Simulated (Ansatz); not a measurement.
Mg₅H₁₀, relaxed as a singlet with RKS r2SCAN-D4/def2-SVP in Ansatz, starting from the GFN1-xTB geometry. Force threshold 0.02 eV/Å.

The structure comes from a short search, and lower isomers may exist.

Start:

```xyz
15

Mg   -0.057    0.731   -2.582
Mg    0.915   -0.246    2.567
Mg   -1.510   -0.767    0.774
Mg    1.249   -1.532   -0.735
Mg   -0.919    2.003    0.032
H     1.426    0.252    3.949
H     1.312    0.392   -1.627
H     1.857   -2.634   -1.650
H    -2.366    0.731    0.270
H     0.069    1.916    1.357
H    -1.019    0.261   -3.730
H    -0.986   -0.916    2.394
H    -0.772   -1.666   -0.507
H    -0.829    2.481   -1.567
H     1.631   -1.006    1.056
```

Question: Estimate the energy that the relaxation releases and the steps that it takes.

Answer: 43.9 kcal/mol, in 19 steps; 58 s on 4 threads of Arm Neoverse V1 on a shared host. No frequencies were taken in this run, so the end may be a saddle point.

Question: Does the start keep its bonding?

Answer: Bonds lost: Mg2–H15 (atoms count from 1). Bonds formed: Mg2–H10, Mg5–H15 (atoms count from 1). Metal–metal contacts that move far: Mg2–Mg5 3.85 to 3.00 Å. The end is the same structure that another start reached.

Question: Predict the relaxed structure.

Answer: 
```xyz
15

Mg   -0.290    1.063   -2.964
Mg    0.665    0.421    2.748
Mg   -1.270   -1.173    1.063
Mg    0.844   -1.687   -0.914
Mg   -0.481    1.430    0.167
H     2.038    0.355    3.759
H     0.016   -0.495   -2.087
H     2.379   -2.400   -1.156
H    -1.983    0.321    0.269
H    -0.059    1.931    1.853
H    -0.566    1.533   -4.576
H    -0.832   -0.775    2.758
H    -0.712   -2.448   -0.058
H    -0.280    2.167   -1.447
H     0.531   -0.243    0.583
```
Bond lengths (bridged metal pairs left out): 16 × H–Mg 1.70 to 2.00 Å.
